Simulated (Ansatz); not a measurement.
Geometry optimisation, Ansatz 0.2.0, RKS PBE0/6-31G.

Input file:

```yaml
crystal:
  periodic: [false, false, false]
  atoms:
    - { symbol: O, position_ang: [-0.7419, -0.0005, 2.1187] }
    - { symbol: Si, position_ang: [0.4691, -0.305, 1.0847] }
    - { symbol: "N", position_ang: [-0.1868, -1.1232, -0.1637] }
    - { symbol: C, position_ang: [-0.4498, -0.0825, -1.0305] }
    - { symbol: S, position_ang: [0.7858, 0.449, -2.0913] }
    - { symbol: H, position_ang: [-1.6055, -0.4071, 1.8629] }
    - { symbol: H, position_ang: [1.3977, 0.8597, 0.9068] }
    - { symbol: H, position_ang: [0.5637, -1.7122, -0.6138] }
    - { symbol: H, position_ang: [-1.2342, 0.6793, -0.6735] }
    - { symbol: H, position_ang: [1.085, 1.5915, -1.3973] }
basis:
  gaussian: { orbitals: "6-31G" }
hamiltonian:
  xc: pbe0
relax:
  f_tol: 0.015
  max_steps: 40
output:
  orbitals: {}
```

Run as:

```bash
$ ansatz run input.yaml --threads 1 --pin off --max-ram 2048MiB --backend cpu --events-out ev --progress --plain --runs-dir out
```

Q: Where does it end, and by what steps?

A: It converged. Limits of this set-up: no polarisation functions. After 21 steps the energy has fallen by 3.139 eV; H9 moved furthest, 1.89 Å. Parted: Si2–C4.

```csv
step,energy less start (eV),largest force component (eV/Å),accepted
0,0.0000,5.647,yes
1,-1.4328,4.001,yes
2,-2.0810,2.063,yes
3,-2.3382,1.296,yes
4,-2.5838,0.935,yes
5,-2.6842,1.000,yes
6,-2.8073,0.795,yes
7,-2.8996,0.477,yes
8,-2.9832,0.439,yes
9,-3.0436,0.353,yes
10,-3.0816,0.439,yes
11,-3.0923,0.714,yes
12,-3.1088,0.501,yes
13,-3.1280,0.150,yes
14,-3.1216,0.554,no
15,-3.1333,0.114,yes
16,-3.1368,0.113,yes
17,-3.1374,0.073,yes
18,-3.1382,0.055,yes
19,-3.1382,0.072,yes
20,-3.1385,0.021,yes
21,-3.1385,0.010,yes
```

```xyz
10
Properties=species:S:1:pos:R:3
O -1.388 -0.463 2.185
Si 0.338 -0.581 1.776
N 0.098 -0.632 -0.229
C 0.379 0.350 -1.007
S 0.603 0.210 -2.793
H -1.758 -1.214 2.676
H 0.622 0.943 1.607
H -0.104 -1.545 -0.632
H 0.543 1.326 -0.560
H 0.752 1.554 -3.020
```

Whether the end is a true minimum wasn't checked by a vibrational analysis.

The run took 2.5 min on 1 thread of Intel(R) Xeon(R) Processor @ 2.70GHz, on a shared host, peak memory 0.2 GiB.
